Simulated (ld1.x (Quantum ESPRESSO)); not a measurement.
**Ranking TM potentials for platinum**

All share these settings but for the change named:

ld1.x (Quantum ESPRESSO) 7.5 input, shortened:

```
&input
   title='Pt', zed=78., rel=0, dft='PZ', iswitch=3,
   config='[Xe] 4f14 5d9 5f-2 6s0 6p1'
 /
 &inputp
   pseudotype=2, tm=.true., lloc=0,
   nlcc=.true., rcore=1.45
 /
4
6P  2  1   1.00   0.00  3.00  3.00  0.0
5D  3  2   9.00   0.00  1.90  1.90  0.0
5F  4  3  -2.00   0.50  2.85  2.85  0.0
6S  1  0   0.00   0.00  2.20  2.20  0.0
 &test
   configts(1)='5d9 6s0 6p1'
 /
```

Test errors are all-electron minus pseudo excitation energies from the reference, over 5d9 6s1 6p0; 5d9 6s0 6p0; 5d8 6s0 6p0; 5d9.5 6s0.5 6p0; 5d8 6s1 6p0; 5d9 6s0.5 6p0; 5d6 6s0 6p0. None of these files shows a bound ghost.

The base gives 1441.9 meV.

Of 7 variants that were run, those that failed, showed a ghost or another fault, or gave nearly equal values are left out.

A variant can come out equal or close to the base, since the largest error may sit in a test that the change hardly touches while other tests move.

Problem. Rank these variants by their largest absolute test error, smallest first.
A. core correction a·sin(br)/r model core inside 1.18 bohr
B. core correction none
C. core correction a·sin(br)/r model core inside 2.24 bohr

Solution. B (970.1 meV), C (1164.1 meV), A (1477.0 meV).
